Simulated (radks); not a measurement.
Charge is removed step by step from the 5p3/2 level of the holmium ion Ho3+, starting from [Kr] 4d10 4f10 5s2 5p(1/2: 2, 3/2: 4). Level of theory: Dirac Kohn-Sham, LDA (Slater exchange, Perdew-Wang correlation), spin-unpolarised, spherical densities, finite nucleus; open shells fill j = l - 1/2 first; Fermi nuclear charge, rms radius 5.2022 fm (a radial shooting solver on a logarithmic mesh with Libxc functionals). At the starting occupation the eigenvalue is -53.088 eV. Estimate the energy to remove one whole electron from this level, the eigenvalue at the end, and how far E(n) bends from a straight line.

Answer. Delta-SCF 60.161 eV; final eigenvalue -67.341 eV; the deviation from the straight line is -1.782 eV at 0.5 electron removed, the largest on the grid computed. Slater's transition state (half an electron removed) gives 60.134 eV. Integrating minus the eigenvalue over the occupation (Janak's theorem) gives 60.161 eV. The mean slope of the eigenvalue, de/dn, is 14.3 eV per electron.
